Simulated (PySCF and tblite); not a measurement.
The numbers below are computed, except where a source is named.
C9H12O3, numbered as in [CH3:1][O:2][C:3](=[O:4])[c:5]1[cH:6][cH:7][o:8][c:9]1[CH:10]([CH3:11])[CH3:12].

Geometries GFN2-xTB; weights from PBE0-D3(BJ)/6-31G* energies and GFN2-xTB thermal corrections, with symmetry numbers and mirror pairs. Conformers within 2.5 kcal/mol (GFN2-xTB free energy) were kept, 4 at most. GIAO shieldings: PBE0/6-31G*. Shifts are against TMS (¹H), TMS (¹³C) at the same level. Codes: tblite and PySCF.

Q: What shifts does this protocol give at 298.15 K under fast conformational exchange?

A: ¹H: 7.07 (H7, 1H), 6.61 (H6, 1H), 4.41 (H10, 1H), 3.91 (H1, 3H), 1.32 (H11/H12, 6H) ppm. ¹³C: 161.1 (C9), 155.9 (C3), 131.3 (C7), 110.3 (C5), 109.2 (C6), 50.4 (C1), 29.0 (C10), 21.9 (C11/C12) ppm.

Q: How do the conformers differ?

A: Torsions listed: C1–O2–C3–O4, O2–C3–C5–C6, O8–C9–C10–C11. Of a mirror pair one member is shown.
```json
{"conformer": "1", "shape": "0°, 1°, 77°", "weight %": "85.1"}
{"conformer": "2", "shape": "0°, -174°, 88°", "weight %": "11.0"}
{"conformer": "3", "shape": "0°, 0°, -118°", "weight %": "3.9"}
```

```csv
signal,1,2,3,average
H1,3.90,3.94,3.94,3.91
H6,6.58,6.82,6.70,6.61
H7,7.07,7.12,6.98,7.07
H10,4.53,3.93,3.22,4.41
H11/H12,1.31,1.31,1.53,1.32
C1,50.3,50.4,50.6,50.4
C3,156.1,155.0,155.9,155.9
C5,110.1,111.8,110.8,110.3
C6,108.9,111.0,111.1,109.2
C7,131.4,131.5,130.2,131.3
C9,161.5,158.1,162.0,161.1
C10,28.7,30.4,32.2,29.0
C11/C12,22.1,21.9,19.1,21.9
```

Q: Which signal moves most, for its nucleus, between 250 and 350 K through the change of populations alone?

A: H10: 4.43 ppm at 250 K, 4.41 ppm at 298.15 K, 4.40 ppm at 350 K.

The minima are those of GFN2-xTB; planar forms about aryl–S or allylic bonds may be saddles in DFT. Shifts are unscaled: against experiment ¹³C can be off by 15 ppm or more and ¹H by 0.8 ppm.


Conformer gaps in 6-31G* on xTB geometries can be 2 kcal/mol off for S=O, P=O and other polar bonds.